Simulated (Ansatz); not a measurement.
`[NH2][Al]([NH2])[O][SiH3]`, 12 atoms. The species carries charge 0 and has multiplicity 1. All runs use 4 threads of a server CPU on a shared host. Correlated methods freeze the cores.

(1) How many basis functions does each run have, and how long does it take in Ansatz? RKS PBE0-D4/def2-QZVPP energy; RKS PBE-QIDH (frozen core)/def2-TZVPP energy; RHF-CCSD(T)/def2-TZVPP energy; direct RPA on PBE orbitals/def2-TZVPP energy; RKS PBE0-D4/def2-TZVP frequencies; RKS BHLYP-D4/def2-TZVPP energy; RKS CAM-B3LYP-D4/def2-TZVPP energy; RKS PBE0-D4/def2-TZVP relaxation (10 steps); RHF-MP2/def2-QZVPP energy; RKS ωB97M-V/def2-SVP energy; RKS PBE0-D4/def2-SVP energy; RKS ωB97M-V/def2-QZVPP energy. (An estimate is asked.)

Results:

(1) The calculation gave: Other jobs shared the machine, so times are rough.

```tsv
level	job	functions	wall time	peak host memory (GiB)
RKS PBE0-D4/def2-SVP	energy	113	1.1 s	0.28
RKS BHLYP-D4/def2-TZVPP	energy	275	3.7 s	0.74
RKS ωB97M-V/def2-SVP	energy	113	4.2 s	0.39
RKS CAM-B3LYP-D4/def2-TZVPP	energy	275	4.3 s	0.82
direct RPA on PBE orbitals/def2-TZVPP	energy	275	6 s	0.71
RKS PBE-QIDH (frozen core)/def2-TZVPP	energy	275	8 s	0.72
RKS PBE0-D4/def2-QZVPP	energy	521	11 s	2
RKS ωB97M-V/def2-QZVPP	energy	521	19 s	2.4
RHF-MP2/def2-QZVPP	energy	521	22 s	3.2
RKS PBE0-D4/def2-TZVP	relaxation (10 steps)	209	37 s	0.6
RHF-CCSD(T)/def2-TZVPP	energy	275	120 s	7.2
RKS PBE0-D4/def2-TZVP	frequencies	209	2.8 min	0.6
```
